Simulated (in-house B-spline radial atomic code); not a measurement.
# Excitations of Tc⁷⁺ by several methods

Full response, energies in eV; labels give the largest channel, * marks a mixed state, a dash one above the method's threshold, and an imaginary frequency an unstable closed-shell reference. Computed with a B-spline radial code for spherical atoms: linear response of the closed shell [Ar] 3d10 4s2 4p6 with each method's own kernel (bare exchange for TDHF, static screening on G0W0 levels for BSE, the adiabatic kernel for functionals); scalar-relativistic (spin-free one-electron X2C), finite nucleus, no spin-orbit coupling, no double excitations, S, P, D and F terms only; shells from n = 2 respond. Only terms of natural parity with L up to 3 were computed.

```tsv
method	4p → 4d 3P	4p → 4d 3F	4p → 4d 1F	α (bohr³)
TDHF	?	?	?	?
BSE on G0W0@HF	42.52	43.48	46.84	1.421
LDA VWN5	?	?	?	?
PBE	42.32	42.77	45.88	1.438
PBE0	42.34	42.92	46.17	1.436
B3LYP (VWN-RPA)	42.32	42.87	46.02	1.437
CAM-B3LYP	42.31	42.90	46.05	1.437
LC-wPBE	42.31	42.77	45.94	1.438
wB97X	42.49	43.10	46.00	1.439
HSE06	42.30	42.87	46.13	1.438
BHandHLYP	42.23	42.89	46.28	1.436
BLYP	42.20	42.63	45.76	1.439
PBEsol	42.42	42.99	46.03	1.435
BP86	42.47	42.86	45.94	1.434
LDA exchange-only	42.08	42.98	46.06	1.44
B97-1	42.57	43.17	46.05	1.435
RPBE	42.26	42.66	45.81	1.439
OLYP	42.09	42.73	45.89	1.43
```

Problem. What does TDHF give?

Solution. 4p → 4d 3P: 41.98; 4p → 4d 3F: 42.78; 4p → 4d 1F: 46.58; α: 1.438 (eV, bohr³).

Problem. What does LDA VWN5 give?

Solution. 4p → 4d 3P: 42.71; 4p → 4d 3F: 43.46; 4p → 4d 1F: 46.15; α: 1.432 (eV, bohr³).
